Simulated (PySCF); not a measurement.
CH3F3OSi, SMILES O[Si](F)(F)CF. Coordinates come from a PBE0-D3(BJ)/def2-SVP optimisation. The structure was generated by enumeration, and PubChem lists no compound with its InChIKey, so it may never have been made. Other conformers were not sampled.

Computed equilibrium geometry at PBE0-D3(BJ)/def2-SVP (PySCF confirms it by a frequency run) as bond lengths and angles (one conformer of several):
Atoms: O1 Si2 F3 F4 C5 F6 H7 H8 H9. Bonds (Å): O1–Si2 1.631, O1–H7 0.965, Si2–F3 1.606, Si2–F4 1.609, Si2–C5 1.879, C5–F6 1.389, C5–H8 1.103, C5–H9 1.103. Bond angles (°): Si2–O1–H7 113.6, O1–Si2–F3 110.0, O1–Si2–F4 111.2, O1–Si2–C5 108.8, F3–Si2–F4 105.3, F3–Si2–C5 110.8, F4–Si2–C5 110.8, Si2–C5–F6 106.9, Si2–C5–H8 112.8, Si2–C5–H9 111.2, F6–C5–H8 109.1, F6–C5–H9 109.0, H8–C5–H9 107.7.
